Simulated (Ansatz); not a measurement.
Geometry optimisation, Ansatz 0.2.0, RKS PBE/def2-SVP.

Input file:

```yaml
crystal:
  periodic: [false, false, false]
  atoms:
    - { symbol: W, position_ang: [0.170993, 0.150471, -0.527126] }
    - { symbol: O, position_ang: [0.228911, 0.105164, 2.598367] }
    - { symbol: H, position_ang: [-0.679723, 0.472581, 2.609315] }
    - { symbol: H, position_ang: [1.539845, -0.586795, 0.118444] }
    - { symbol: H, position_ang: [-0.641948, 1.358325, 0.327897] }
    - { symbol: H, position_ang: [-1.337758, -0.294868, 0.075028] }
    - { symbol: H, position_ang: [0.002164, -1.45614, -0.057037] }
    - { symbol: H, position_ang: [0.227235, 0.382084, -2.252842] }
    - { symbol: H, position_ang: [1.183643, 1.178348, 0.395514] }
    - { symbol: H, position_ang: [0.735738, 0.845631, 2.171539] }
basis:
  gaussian: { orbitals: def2-SVP }
hamiltonian:
  xc: pbe
relax:
  f_tol: 0.03
  max_steps: 50
```

Command:

```bash
$ ansatz run input.yaml --threads 1 --pin off --max-ram 2048MiB --backend cpu --events-out ev --progress --plain --runs-dir out
```

Task: Where does it end, and by what steps?

Result: It converged. After 5 steps the energy has fallen by 0.191 eV; O2 moved furthest, 0.46 Å. Joined: W1–O2 (3.13 → 2.59 Å).

| step | energy less start (eV) | largest force component (eV/Å) | accepted |
| --- | --- | --- | --- |
| 0 | 0.0000 | 0.619 | yes |
| 1 | -0.0478 | 1.704 | yes |
| 2 | -0.1016 | 1.293 | yes |
| 3 | -0.1239 | 1.711 | yes |
| 4 | -0.1892 | 0.155 | yes |
| 5 | -0.1907 | 0.018 | yes |

```xyz
10
Properties=species:S:1:pos:R:3
W 0.163 0.170 -0.429
O 0.158 0.002 2.155
H -0.693 0.435 2.356
H 1.576 -0.505 0.201
H -0.638 1.455 0.329
H -1.345 -0.246 0.210
H 0.029 -1.413 0.130
H 0.172 0.278 -2.181
H 1.190 1.289 0.321
H 0.816 0.691 2.367
```

Whether the end is a true minimum wasn't checked by a vibrational analysis.

The run took 19 s on 1 thread of Arm Neoverse V2 (shared host), peak memory 0.12 GiB.
